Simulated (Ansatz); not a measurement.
The molecule BO+, multiplicity 3 (an upper state: multiplicity 1 came lower at CCSD(T)/def2-TZVPP on PBE0 minima).

Constants: fifth-degree fit in 1/R to seven points, most abundant isotopes. In def2 and cc sets the state is the lowest found near the PBE0 minimum, followed along R.

Codes used: Ansatz (Gaussian orbitals). Values without a source in brackets are computed.

```json
[
 {"level": "PBE/def2-TZVPP", "r_e (Å)": "1.319", "ω_e (cm⁻¹)": "1424", "ω_e x_e (cm⁻¹)": "12", "α_e (cm⁻¹)": "0.017"},
 {"level": "PBE0/def2-TZVPP", "r_e (Å)": "1.304", "ω_e (cm⁻¹)": "1495", "ω_e x_e (cm⁻¹)": "12", "α_e (cm⁻¹)": "0.017"},
 {"level": "wB97X-V/def2-TZVPP", "r_e (Å)": "1.309", "ω_e (cm⁻¹)": "1483", "ω_e x_e (cm⁻¹)": "12", "α_e (cm⁻¹)": "0.017"},
 {"level": "CCSD/def2-TZVPP", "r_e (Å)": "1.307", "ω_e (cm⁻¹)": "1487", "ω_e x_e (cm⁻¹)": "13", "α_e (cm⁻¹)": "0.017"},
 {"level": "CCSD(T)/def2-TZVPP", "r_e (Å)": "1.314", "ω_e (cm⁻¹)": "1455", "ω_e x_e (cm⁻¹)": "12", "α_e (cm⁻¹)": "0.017"}
]
```

Cores are frozen in the correlated methods.

Ansatz is an electronic-structure program.
